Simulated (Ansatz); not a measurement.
# CH4SiTe: structure from calculated spectroscopic constants

These gas-phase data were calculated for one isomer of CH4SiTe at PBE-D3(BJ)/def2-SVP (harmonic, unscaled wavenumbers; equilibrium rotational constants with average atomic masses):

```
rotational constants            : 23.13, 1.813, 1.7 GHz
all wavenumbers above 1500 cm⁻¹ : 3104, 3058, 2968, 2135
dipole moment                   : 3.08 D (PBE0/def2-TZVPD)
```

Candidates:

(1) `C[SiH]=[Te]`, a singlet
(2) `C1[SiH2][Te]1`, a singlet

Task: Which candidate do the data belong to?

Result: Candidate (1). 1 mode lies between 2000 and 2380 cm⁻¹, one for each Si–H bond, while (2) has 2.

The same quantities for all candidates:

```
     rotational constants (GHz)  wavenumbers above 1500 cm⁻¹  dipole (D)  E above the lowest, PBE-D3(BJ)/def2-SVP (kcal/mol)
(1)           23.13, 1.813, 1.7       3104, 3058, 2968, 2135        3.08                                                 0.0
(2)         12.43, 2.818, 2.404       3160, 3060, 2201, 2179        1.47                                                15.5
```

Harmonic stretches to hydrogen usually lie a few per cent above observed fundamentals. Atoms past krypton carry core potentials. Programs: Ansatz 0.2.0.
